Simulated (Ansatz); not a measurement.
`C[Si](F)(Cl)[GeH3]` + `[OH][GaH][F]` → `[F][GaH][O][GeH3]` + `C[SiH](F)Cl` at 700 K and 1 bar (cleavage of the Ge–Si bond).

Computed with Ansatz on PBE0-D4/def2-TZVP structures; ΔE is electronic, products minus reactants. CCSD(T)/CBS adds triple-zeta CCSD(T) − MP2 to the extrapolated MP2 energy (def2 sets, frozen cores). For Ga, Ge outer-core shells are correlated without core-valence functions, which leaves a few kJ/mol of doubt a bond. Scalar relativity is left out up to krypton. Each species was taken in one conformer, which may not be the lowest.

```csv
species,CCSD(T)/CBS energy (Eh),H − E (kJ/mol),S (J/(mol·K))
`C[Si](F)(Cl)[GeH3]`,-2966.56047,263.1,530.0
`[OH][GaH][F]`,-2100.17635,104.9,355.2
`[F][GaH][O][GeH3]`,-4177.50205,167.6,472.3
`C[SiH](F)Cl`,-889.24457,194.0,410.2
```

H − E and S are ideal-gas, rigid-rotor, harmonic terms from PBE0-D4/def2-TZVP, for one conformer and one mirror image of each species. 1 Eh = 2625.50 kJ/mol, R = 8.31446 J/(mol·K).

By hand: ΔE, ΔH, ΔS and ΔG.

ΔE = (-4177.50205) + (-889.24457) − (-2966.56047) − (-2100.17635) = -0.00980 Eh = -25.7 kJ/mol. Δ(H − E) = 167.6 + 194.0 − 263.1 − 104.9 = -6.4, so ΔH = -32.1 kJ/mol. ΔS = 472.3 + 410.2 − 530.0 − 355.2 = -2.7 J/(mol·K). ΔG = -32.1 − 700 × (-2.7)/1000 = -30.2 kJ/mol.

By hand: the equilibrium constant, and the temperature at which ΔG would vanish if ΔH and ΔS stayed fixed.

log₁₀ K = −ΔG/(RT ln 10) = 2.3. ΔG = 0 at ΔH/ΔS = 11889 K, far beyond where these terms or the molecules hold.

The number of gas molecules stays the same, so ΔS is small and ΔH decides. A doubt of 5 kJ/mol in ΔE shifts log₁₀ K by 0.4 here. Other conformers and mirror images would add mixing entropy, several J/(mol·K) or more a flexible species. Modes under 60 cm⁻¹, often nearly free rotors, make the harmonic entropy too high. These are equilibria of isolated gas molecules and say nothing of rates. Largest T1 diagnostic: 0.015 (customary marks: 0.02 for closed shells, 0.045 for open ones).
